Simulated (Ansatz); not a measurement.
System: AlH3, charge 0, singlet. AlH3 (SMILES [AlH3]).
B3LYP-D3(BJ)/def2-TZVP minimum from Ansatz (a first-principles code):
```xyz
4

Al     0.0000     0.0000     0.0000
H      0.6795    -0.4285     1.3607
H     -0.3300     1.5209    -0.2737
H     -0.3495    -1.0923    -1.0870
```

Total energies in hartree (Ansatz). Open shells are spin-unrestricted; no spin-orbit coupling. Cores are frozen in correlated methods. No relativity. Where a partner has so few electrons that a lower coupled-cluster level is exact, that level stands in.

```tsv
species	HF/cc-pV(T+d)Z	CCSD(T)/cc-pV(T+d)Z	HF/cc-pV(Q+d)Z	CCSD(T)/cc-pV(Q+d)Z	CCSD(T)/cc-pV(5+d)Z	CCSDT(Q)/cc-pV(5+d)Z
1: AlH3 (SMILES [AlH3])	-243.64601	-243.76496	-243.64896	-243.77255	-243.77438	-243.77483
2: Al (doublet)	-241.87908	-241.93131	-241.88044	-241.93374	-241.93453	-241.93497
3: H (doublet)	-0.49981	-0.49981	-0.49995	-0.49995	-0.49999	-0.49999
```

Problem. Work out the atomisation energy (electronic, to ground-state atoms) in kJ/mol: take Hartree-Fock from cc-pV(Q+d)Z, extrapolate the CCSD(T) correlation energy as X^-3 (X = 3, 4), and add CCSDT(Q) - CCSD(T) in cc-pV(5+d)Z. 1 hartree = 2625.5 kJ/mol.

Solution. 
Species 1: correlation (64·(-0.12359) - 27·(-0.11895))/37 = -0.12698; step -0.00045; E1 = -243.64896 + (-0.12698) + (-0.00045) = -243.77639
Species 2: correlation (64·(-0.05330) - 27·(-0.05223))/37 = -0.05408; step -0.00044; E2 = -241.88044 + (-0.05408) + (-0.00044) = -241.93496
Species 3: correlation (64·(0.00000) - 27·(0.00000))/37 = 0.00000; step +0.00000; E3 = -0.49995 + (0.00000) + (+0.00000) = -0.49995
-1·E1 +1·E2 +3·E3 = 0.34158 hartree = 896.8 kJ/mol.
